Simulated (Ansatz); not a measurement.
Species: InBr2 (charge 0, doublet). It need not be the lowest isomer of its formula. SMILES: [Br][In][Br]
Geometry: optimised at B3LYP-D3(BJ)/def2-TZVP (Ansatz, a program for electronic structure).

Wanted: atomisation energy (electronic, to ground-state atoms), in kJ/mol. Valence correlation only, unless marked. UHF or UKS for open shells. No spin-orbit coupling. Frozen are the shells of the preceding noble gas and the d and f shells that filled before the atom's block. In def2 rows, elements after Kr have scalar-relativistic effective core potentials. STO-3G rows are all-electron and non-relativistic. The coupled-cluster limit lacks core correlation, which all-electron functionals hold. CBS marks a two-point X^-3 extrapolation of the correlation energy; Hartree-Fock from the larger set. The bracket is a focal-point correction in the basis named.

```csv
level,program,atomisation energy (kJ/mol)
revPBE-D4/def2-TZVPD,Ansatz + dftd4,555.8
```

Problem. What does RI-MP2/CBS(def2-TZVPPD,def2-QZVPPD)+[CCSD(T)-MP2]/def2-TZVPPD (Ansatz) give?

Solution. 569.8 kJ/mol
